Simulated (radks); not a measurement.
Results of a calculation; reference values are marked as such.
In XXIV, configuration [Ar] 3d8.

Level of theory: Dirac Kohn-Sham, LDA (Slater exchange, Perdew-Wang correlation), spin-unpolarised, spherical densities, finite nucleus; open shells are shared between the two j in proportion to 2j + 1; Fermi nuclear charge, rms radius 4.6156 fm (a radial shooting solver on a logarithmic mesh with Libxc functionals).

Energy parts (eV):
total: -152587.109
kinetic: 160600.892
electron-nucleus: -349135.924
Hartree: 39433.147
exchange-correlation: -3485.223

Orbitals (lengths in bohr, moments of r in powers of bohr; <r^-3> diverges for s and p1/2):
orbital  occ.  eigenvalue (eV)  <1/r>      <r>  <r^-3>
1s1/2       2        -28497.35  51.81  0.02974       -
2s1/2       2        -4925.958  12.02   0.1279       -
2p1/2       2        -4652.878  12.00   0.1082       -
2p3/2       4        -4441.186  11.21   0.1134    4036
3s1/2       2        -1496.604  4.377   0.3381       -
3p1/2       2        -1387.804  4.300   0.3269       -
3p3/2       4        -1346.262  4.107   0.3368   808.0
3d3/2     3.2        -1158.377  3.973   0.3034   129.4
3d5/2     4.8        -1149.491  3.924   0.3065   121.2

The highest occupied level is 3d5/2 at -1149.5 eV. The electron density at the nucleus is 1.737e+05 e/bohr^3. The density falls to 0.001 e/bohr^3 at r = 1.05 bohr.
